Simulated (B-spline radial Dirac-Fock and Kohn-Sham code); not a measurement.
# Relativistic shifts of the levels of Lu⁶⁺

System: Lu⁶⁺, configuration [Kr] 4d10 4f13 5s2 5p4.

Both columns are ΔSCF binding energies of the configuration average from a radial finite-basis atomic code: non-relativistic Hartree-Fock with a point nucleus, and Dirac-Fock with a finite nucleus and the Coulomb interaction alone, averaged over the two j levels with weights 2j+1.

```tsv
shell	Hartree-Fock (eV)	Dirac-Fock (eV)	shift (eV)	shift (%)
1s	59000.6	63714.7	+4714.06	+7.99
2s	9773.5	11014.7	+1241.19	+12.70
2p	9332.3	9741.4	+409.12	+4.38
3s	2302.7	2606.4	+303.70	+13.19
3p	2100.2	2213.3	+113.10	+5.38
3d	1727.1	1712.5	-14.57	-0.84
4s	539.8	613.7	+73.84	+13.68
4d	303.9	300.8	-3.13	-1.03
4f	109.4	102.7	-6.75	-6.16
5s	136.4	149.1	+12.67	+9.28
5p	111.1	114.6	+3.51	+3.16
```

Relativity binds 1s, 2s, 2p, 3s, 3p, 4s, 5s, 5p more strongly, among those listed most of all 4s in relative terms, and 3d, 4d, 4f more weakly, because the contracted s and p shells screen the nucleus better.

Values without a named source are computed, but for edge energies of neutral atoms, which are taken from tables.
